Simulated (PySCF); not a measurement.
**How methods differ on the excitation energy of W**

W [Xe] 4f14 5d4 6s2 (5D) → W [Xe] 4f14 5d4 6s1 6p1 (high-spin determinant), as a difference of total energies. Calculation: PySCF 2.14, in x2c-TZVPPall; the spin-free X2C one-electron Hamiltonian (Gaussian nucleus). Correlated levels: valence: [Xe] 4f14 frozen. The calculations carry no spin-orbit coupling.

```
           method  excitation energy (cm⁻¹)
              UHF                    8678.6
    MP2 (valence)                     17436
SCS-MP2 (valence)                     20436
   CCSD (valence)                     18534
CCSD(T) (valence)                     19459
```

A first-order spin-orbit estimate (lowest level to lowest level, LS coupling) adds -0.191 eV.

The basis was made for the ground configuration and has no added diffuse functions, so the excitation energy can come out too high.

The determinant of the upper state mixes LS terms, which raises its energy above the lowest term, most at the Hartree-Fock and MP2 levels.
